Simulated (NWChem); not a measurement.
System: HS₂ anion

```xyz
3

S      0.0329    -1.1278     0.0000
S      0.0616     1.0137     0.0000
H     -1.2701     1.2982     0.0000
```
Atoms are numbered in this order, from 1.

Program: NWChem. Coordinates come from a B3LYP/def2-SVPD optimisation. The gas-phase anion has a positive highest level at the geometry level, so the gas reference is doubtful. Level: M05-2X/aug-cc-pVDZ with COSMO at NWChem's default radii, gas-phase geometry; rows give the dielectric constant. Reactions with the solvent are ignored.

| dielectric constant | electrostatic solvation energy (kcal/mol) |
|---|---|
| 2.4 | -36.4 |
| 4.8 | -49.8 |
| 7.6 | -54.8 |
| 25.0 | -60.8 |
| 37.5 | (withheld) |

Task: Fill in the missing entries.

Result: 
- 37.5, electrostatic solvation energy (kcal/mol): -61.7
